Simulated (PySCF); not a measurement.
# What a mistake does to a calculation on BGeH7N2

These are calculations, not measurements. They come from PySCF 2.14.0, an open-source quantum chemistry program, on an isolated molecule that a program drew, which may never have been made. The molecule is BGeH7N2 (charge 0, singlet), drawn as the SMILES string `NB[NH][GeH3]`.

Each row is a Hartree-Fock (HF) and frozen-core CCSD(T) single point in the cc-pVDZ basis, meant for a local HF minimum. Run 1 is clean. Each other run has one planted mistake out of seven kinds, and not every kind appears here: one electron removed, one electron added, multiplicity raised by two, geometry at a saddle point, minimal basis STO-3G, one bond length entered in bohr, all coordinates scaled. The reference is restricted for singlets and unrestricted otherwise, and also for a bond in bohr. Adding or removing an electron swaps singlet and doublet. Electrons count all cores. HOMO and LUMO are orbital energies over both spins, the gradient is its largest component, and the lowest frequency (negative if imaginary) is given only where the gradient is small. Bond lengths are over the 10 bonds as drawn. T1 is the CCSD diagnostic: over 0.02 (restricted) or 0.045 (unrestricted) a single reference is doubtful. Germanium has the cc-pVDZ-PP basis, with a core potential (ECP10MDF) in place of its 10 inner electrons, and its 3s, 3p and 3d shells are frozen in CCSD(T).

Geometry of the clean run:
```xyz
11
BGeH7N2, angstrom
N    -1.1001   -0.2807   -2.8717
B    -0.9214   -1.1843   -1.8043
N    -1.2969   -0.9021   -0.4573
Ge   -2.0109    0.6286    0.2732
H    -1.5404    0.6120   -2.7989
H    -0.8460   -0.5211   -3.8050
H    -0.4203   -2.2527   -2.0522
H    -1.1009   -1.6293    0.2020
H    -3.0616    1.2018   -0.6827
H    -0.9358    1.6950    0.5179
H    -2.6578    0.2452    1.6060
```

```
run  electrons  basis functions  <S^2>  HOMO (eV)  LUMO (eV)  gradient (hartree/bohr)  lowest frequency (cm^-1)  mean bond (Å)  longest bond (Å)      T1  HF (hartree)  CCSD(T) (hartree)                          mistake
  1         58              100  0.000     -10.08       4.06                  2.8e-05                        58         1.3474             1.840  0.0124    -431.12547         -431.71714                         no fault
  2         58              100  1.016      -8.17       1.63                  3.8e-02                         -         1.5112             3.478  0.0197    -431.01112         -431.56808  one bond length entered in bohr
  3         57              100  0.824     -16.04      -6.17                  7.9e-02                         -         1.3474             1.840  0.0355    -430.82980         -431.39464             one electron removed
  4         58              100  2.025      -2.42      -0.45                  1.0e-01                         -         1.3474             1.840  0.0318    -430.90005         -431.48258                                ?
```

**Which mistake was planted in run 4, and what did it cost?**

Electrons, basis and geometry are unchanged, and <S^2> is 2.025, beside S(S+1) = 2.00 for a multiplicity of 3. So the mistake is: multiplicity raised by two. Subtracting run 1 and multiplying by 627.51 kcal/mol a hartree, the energy moved by 141.5 kcal/mol in HF and 147.2 kcal/mol in CCSD(T).

